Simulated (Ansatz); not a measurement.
Input (CCSDT(Q)/cc-pVDZ; Ansatz, a program for electronic structure):

Ansatz 0.2 input:
```yaml
crystal:
  periodic: [false, false, false]
  atoms:
    - {symbol: O, position_ang: [-1.28560536, -1.55810406, -0.99200552]}
    - {symbol: C, position_ang: [-1.14763091, -0.43899076, -0.69255550]}
    - {symbol: Ge, position_ang: [0.46200417, 0.41071268, 0.32624173]}
    - {symbol: H, position_ang: [0.98432634, 1.49598918, -0.62460675]}
    - {symbol: H, position_ang: [1.57175199, -0.59117794, 0.70675190]}
    - {symbol: H, position_ang: [-0.16958339, 1.05116002, 1.56949663]}
basis:
  gaussian:
    orbitals: cc-pVDZ
magnetization: {spin_polarized: true, initial_magnetization: 1}
correlation: {method: ccsdt_q, electrons: outside_noble_gas}
```

Output:

```
Functional definition: HF
integrals: 0.11 GiB planned
1347 factors; integrals over basis functions are off by at most 2.2e-7 eV
mean field: 0.34 GiB planned
mean field evaluation 1: about -59584.3394 eV, gradient 2.0e1 eV
mean field evaluation 2: about -59584.3446 eV, gradient 2.0e1 eV
mean field evaluation 4: about -59586.3708 eV, gradient 2.5e0 eV
mean field evaluation 8: about -59586.4514 eV, gradient 1.4e-1 eV
mean field evaluation 16: about -59586.4333 eV, gradient 6.9e-1 eV
mean field evaluation 32: about -59584.7276 eV, gradient 1.6e-1 eV
mean field evaluation 64: about -59584.7304 eV, gradient 2.7e-2 eV
mean field -59586.45238430 eV, -2189.7617359751 hartree, gradient 5.7e-6 eV, S^2 0.767958; 1 other end points of the search recorded, 0 dependent functions left out
determinant -59586.45238430 eV, -2189.7617359751 hartree, with singles and doubles -59597.86607860 eV, -2190.1811815039 hartree
determinant -59584.73050219 eV, -2189.6984579746 hartree, with singles and doubles -59596.16015116 eV, -2190.1184898268 hartree
16 core orbitals not correlated
reference -59586.45238430 eV, -2189.7617359751 hartree; 9, 8 occupied and 45, 46 virtual orbitals, 1347 factors
second order -10.55633829 eV of doubles, -0.00000000 eV of singles
coupled cluster: 1.73 GiB planned
cycle   1  -10.85802955 eV  change   -3.0e-1 eV  update   1.2e-1
cycle   2  -11.44166859 eV  change   -5.8e-1 eV  update   6.4e-2
cycle   3  -11.83565854 eV  change   -3.9e-1 eV  update   3.0e-2
cycle   4  -11.82812900 eV  change    7.5e-3 eV  update   1.0e-2
cycle   5  -11.82233869 eV  change    5.8e-3 eV  update   6.4e-3
cycle   6  -11.82611579 eV  change   -3.8e-3 eV  update   2.8e-3
cycle   7  -11.82853903 eV  change   -2.4e-3 eV  update   1.7e-3
cycle   8  -11.82819107 eV  change    3.5e-4 eV  update   7.3e-4
cycle   9  -11.82778810 eV  change    4.0e-4 eV  update   3.4e-4
cycle  10  -11.82804148 eV  change   -2.5e-4 eV  update   1.4e-4
cycle  11  -11.82784890 eV  change    1.9e-4 eV  update   6.9e-5
cycle  12  -11.82786798 eV  change   -1.9e-5 eV  update   3.4e-5
cycle  13  -11.82789950 eV  change   -3.2e-5 eV  update   1.5e-5
cycle  14  -11.82790485 eV  change   -5.3e-6 eV  update   7.6e-6
cycle  15  -11.82790823 eV  change   -3.4e-6 eV  update   3.8e-6
cycle  16  -11.82791097 eV  change   -2.7e-6 eV  update   1.8e-6
cycle  17  -11.82791076 eV  change    2.1e-7 eV  update   1.1e-6
perturbative correction -0.03584075 eV, -0.0013171231 hartree
Total energy: -59598.31613581 eV, -2190.1977208014 hartree
```
